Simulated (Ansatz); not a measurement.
Species: H$_{3}$O$_{3}$Si, SMILES `O[Si](O)O` (charge 0, multiplicity 2).

Problem. Give a relaxed geometry from PBE0-D4/def2-TZVP (Ansatz, a program for electronic structure).

Solution. One answer among several that fit: the end point of this relaxation, one of several conformers (outside a Z-matrix the atoms follow the SMILES, hydrogens last).
Z-matrix (Å, degrees):
```
Si
O 1 1.6375
H 2 0.9613 1 116.17
O 1 1.6424 2 106.27 3 11.45
H 4 0.9593 1 116.49 2 -160.63
O 1 1.6478 2 114.17 3 -105.20
H 6 0.9590 1 117.08 2 -72.45
```
